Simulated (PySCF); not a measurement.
K(Cl) anion (ClK), SMILES [Cl][K] (connectivity only; charge and spin as stated), charge -1, multiplicity 2.

The structure is a stationary point at r2SCAN-D4/def2-TZVPD. The multiplicity is an assumed one; other spin states were not compared.

Level of theory: PySCF with PBE/def2-TZVPD.

Gas-phase values at a fixed geometry. A positive occupied level means that this level leaves the electron formally unbound; only the finite basis holds it.

Q: Estimate the frontier levels, dipole moment and polarisability. (The exact figures need the calculation; the answer reports its results.)

A: 
- α spin, highest occupied and lowest empty level = 0.80 and 1.78 eV
- β spin, highest occupied and lowest empty level = -1.63 and 1.72 eV
- dipole moment about the centre of nuclear charge = 3.14 D
- mean static polarisability = 612.1 bohr³ (90.71 Å³)
- polarisability, principal values = 394.5, 721.0, 721.0 bohr³
- ⟨S²⟩ = 0.750 (pure state 0.75)
